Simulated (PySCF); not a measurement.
Field gradients from PBE0/pcSseg-1 densities (PySCF, non-relativistic) at GFN2-xTB geometries, isolated species, one conformer each; χzz is the principal value of largest magnitude, with Q(14N) = 0.02044 b. GFN2-xTB bond lengths can be off by several hundredths of an ångström, more for odd bonds, and the gradients follow them. The small basis limits the accuracy of the gradients.

Question: These 14N couplings (χzz in MHz, η) are listed in rising order: (-6.801, 0.40); (-6.511, 0.44); (-5.649, 0.28); (-5.012, 0.80); (-4.525, 0.28); (-2.886, 0.25). Assign them to: the imine nitrogen of `C=NC([SiH3])([SiH3])C(F)(F)F`; N2 (C=N nitrogen) in `[CH2:1]=[N:2][SiH2:3][CH2:4][CH2:5][NH2:6]`; N6 (hydrazine nitrogen) in `[SiH3:1][N:2]1[CH2:3][CH2:4][CH2:5][NH:6]1`; N3 (pyrrole-type nitrogen) in `[CH3:1][CH2:2][n:3]1[cH:4][n:5][n:6][c:7]1[CH3:8]`; N5 (hydrazine nitrogen) in `[SiH3:1][C@H:2]1[CH2:3][CH2:4][NH:5][NH:6]1`; the silicon-bound nitrogen of `N[Si@@H]1S[Si@@H]([SiH3])[Si@H]1S`.

Answer: -6.801 MHz, η 0.40: N5 (hydrazine nitrogen) in `[SiH3:1][C@H:2]1[CH2:3][CH2:4][NH:5][NH:6]1`; -6.511 MHz, η 0.44: N6 (hydrazine nitrogen) in `[SiH3:1][N:2]1[CH2:3][CH2:4][CH2:5][NH:6]1`; -5.649 MHz, η 0.28: the imine nitrogen of `C=NC([SiH3])([SiH3])C(F)(F)F`; -5.012 MHz, η 0.80: N2 (C=N nitrogen) in `[CH2:1]=[N:2][SiH2:3][CH2:4][CH2:5][NH2:6]`; -4.525 MHz, η 0.28: the silicon-bound nitrogen of `N[Si@@H]1S[Si@@H]([SiH3])[Si@H]1S`; -2.886 MHz, η 0.25: N3 (pyrrole-type nitrogen) in `[CH3:1][CH2:2][n:3]1[cH:4][n:5][n:6][c:7]1[CH3:8]`.

All sites together:

```
nucleus                                                                             site  Vzz (au)     η  χzz (MHz)
    14N                               the imine nitrogen of C=NC([SiH3])([SiH3])C(F)(F)F    -1.176  0.28     -5.649
    14N                  N2 (C=N nitrogen) in [CH2:1]=[N:2][SiH2:3][CH2:4][CH2:5][NH2:6]    -1.044  0.80     -5.012
    14N            N6 (hydrazine nitrogen) in [SiH3:1][N:2]1[CH2:3][CH2:4][CH2:5][NH:6]1    -1.356  0.44     -6.511
    14N  N3 (pyrrole-type nitrogen) in [CH3:1][CH2:2][n:3]1[cH:4][n:5][n:6][c:7]1[CH3:8]    -0.601  0.25     -2.886
    14N           N5 (hydrazine nitrogen) in [SiH3:1][C@H:2]1[CH2:3][CH2:4][NH:5][NH:6]1    -1.416  0.40     -6.801
    14N                  the silicon-bound nitrogen of N[Si@@H]1S[Si@@H]([SiH3])[Si@H]1S    -0.942  0.28     -4.525
```
